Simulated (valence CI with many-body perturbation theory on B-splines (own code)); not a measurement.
## Hyperfine factors and g values of I³²⁺

Computed by relativistic CI+MBPT: three valence electrons over a frozen Dirac-Fock core [Ar], radial functions for each j: 7 s, 7 p, 8 d, 6 f, 4 g, 1 h, with the one-electron correlation potential Σ1 (screened to all orders), the two-electron term Σ2, the three-electron term Σ3, Breit, model QED; selected single and double excitations, second order for the rest, scaled by the run's own slope (own B-spline code, finite nucleus).

The last digits are not significant, and no measured levels were compared; by estimate large intervals hold to a few tenths of a per cent, small ones and those within an open d or f shell to about a per cent. Only levels of the ground parity were solved; by the run's estimate the other parity begins above the list, which can be wrong where configurations are misplaced.

A/g_I is the dipole constant over the nuclear g factor μ/I (μ in nuclear magnetons, uniformly magnetised nucleus), B/Q the quadrupole constant per barn. Both hold the static response of the core; the bare values leave it out. Large factors of s and p1/2 electrons are usually good to 5 to 10 %; those of open d and f shells near neutrality can be off by tens of per cent, and small factors of p3/2, d and f electrons come from cancelling terms and can be off by a factor of two or in sign, in half-filled shells by more. B is blank for J = 1/2, where it vanishes, and for nearly pure S terms. Energies count from the lowest level.

Levels are named by their leading jj configuration (3d3/2^4 stands for four electrons in 3d with j = 3/2), which in mixed levels can hold well under half, so a name can repeat and another be missing. Letters in brackets count levels of one name in rising energy.

```
                    Level  E (cm⁻¹)      g  A/g_I (MHz)  A/g_I bare  B/Q (MHz/b)  B/Q bare
          (3d3/2^3) J=3/2         0  0.573        30900       30500       -13200    -13400
(3d3/2^2 3d5/2) J=5/2 [a]     79204  1.040        17500       17500        -7900     -8070
    (3d3/2^2 3d5/2) J=7/2    120170  1.124        17100       17200         -487      -507
    (3d3/2^2 3d5/2) J=3/2    122880  1.290        14000       14300        -7610     -7760
    (3d3/2^2 3d5/2) J=9/2    134220  1.117        18500       18600        12500     12700
    (3d3/2^2 3d5/2) J=1/2    144050  1.970       -14200      -13100                       
(3d3/2 3d5/2^2) J=7/2 [a]    214110  1.014        16700       16700         4910      5010
(3d3/2^2 3d5/2) J=5/2 [b]    219080  1.487         6620        7170        18300     18600
    (3d3/2 3d5/2^2) J=9/2    226890  1.119        15300       15500        10800     11000
(3d3/2 3d5/2^2) J=3/2 [a]    254480  1.159        16300       16500       -17900    -18200
    (3d3/2 3d5/2^2) J=1/2    267460  1.357        -3570       -3090                       
   (3d3/2 3d5/2^2) J=11/2    280220  1.086        16800       17000        38400     39100
(3d3/2 3d5/2^2) J=5/2 [a]    299520  1.184        13500       13700         4710      4790
(3d3/2 3d5/2^2) J=5/2 [b]    318520  1.001        14500       14500        15800     16100
(3d3/2 3d5/2^2) J=7/2 [b]    333040  1.117        16900       17000         8820      9010
          (3d5/2^3) J=9/2    351660  1.103        13100       13300         8670      8850
          (3d5/2^3) J=3/2    371940  1.179        16400       16600         6720      6840
(3d3/2 3d5/2^2) J=3/2 [b]    467770  0.838        23900       23800        18900     19200
          (3d5/2^3) J=5/2    491210  1.150        12900       13100         9250      9430
```

Q: Take the isotope of mass number 127, with I = 5/2, μ = 2.8087 μN and Q = -0.688 b. What is the hyperfine structure of (3d3/2^3) J=3/2?

A: From the table A = 34800 MHz, B = 9050 MHz. Shifts from the centre of gravity in MHz: F = 1: -176000, F = 2: -114000, F = 3: -13700, F = 4: 133000.
